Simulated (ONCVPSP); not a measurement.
## What the settings do to the ONCV potential of Ni

Base potential:

```json
{"Element": "Ni", "Generator": "ONCVPSP 4.0.1", "Type": "optimised norm-conserving Vanderbilt (ONCV)", "Functional": "LDA (Perdew-Wang 92)", "Relativity": "scalar-relativistic", "Frozen core": "[Ne]", "Valence charge": "18", "Reference configuration": "3s2 3p6 3d8 4s1.75 (charge +0.25)", "Partial waves": "3s+4s: rc 1.00 bohr, ncon 4, nbas 9, qcut 12.9 1/bohr, 2 projectors; 3p: rc 0.75 bohr, ncon 3, nbas 7, qcut 9.5 1/bohr, 1 projector; 3d: rc 1.40 bohr, ncon 4, nbas 9, qcut 10.6 1/bohr, 1 projector", "Local potential": "polynomial inside 0.60 bohr (lpopt 5, dvloc0 6 Ha)", "Core correction": "none"}
```

All-electron outer shells of the reference configuration (LDA (PZ), scalar-relativistic, ld1.x):

```
shell  level (eV)  outermost node (bohr)  outermost maximum (bohr)
   2p     -846.28                      –                      0.16
   3s     -112.64                   0.30                      0.64
   3p      -73.40                   0.27                      0.65
   3d      -11.27                      –                      0.63
   4s       -7.67                   0.92                      2.18
```

Cutoffs, loose and tight: the cutoffs (Ha) at which the residual kinetic energy of the hardest occupied pseudo-wave falls to 1 and 0.1 mHa per electron. They do not see the model core or the augmentation charge, which bear on the density cutoff. Test errors are all-electron minus pseudo excitation energies from the reference, over the configurations 3s2 3p6 3d8 4s2; 3s2 3p6 3d8 4s1; 3s2 3p6 3d8 4s0; 3s2 3p6 3d9 4s1. A dash means not determined; rows that change the core or the reference have their own tests.

```
    change    outcome  cutoff, loose  cutoff, tight  bound ghosts  GHOST(+) flags above zero  largest test error (meV)
      base  generated          59 Ha         274 Ha          none                          s                      +6.3
d: rc 1.26  generated          59 Ha         274 Ha          none                          s                      +4.5
d: rc 1.54  generated          59 Ha         274 Ha          none                          s                      +9.4
   d: rc 2  generated          59 Ha         274 Ha          none                          s                       +44
```

(1) What comes out with this change to the base: d: rc 1.86?

(2) What comes out with this change to the base: d: rc 1?

Answers

(1) outcome: generated; cutoff, loose: 59 Ha; cutoff, tight: 274 Ha; bound ghosts: none; GHOST(+) flags above zero: s; largest test error (meV): +30.

(2) outcome: generated; cutoff, loose: 269 Ha; cutoff, tight: 321 Ha; bound ghosts: none; GHOST(+) flags above zero: s; largest test error (meV): +1.7.

Reading the sweep of the d radius (base included, trends over the rows without a ghost): The loose cutoff falls from 269 Ha at 1 to 59 Ha at 2 bohr. A larger radius leaves more room for a smooth pseudo-wave, so fewer plane waves are needed; a smaller one forces it to follow the all-electron wave where it bends sharply. The median size of the test errors (rows with all tests solved) rises from 0.4 meV at 1 to 7.8 meV at 2 bohr. More of the atom is replaced by a form fitted at one configuration, so other configurations suffer as the radius grows.
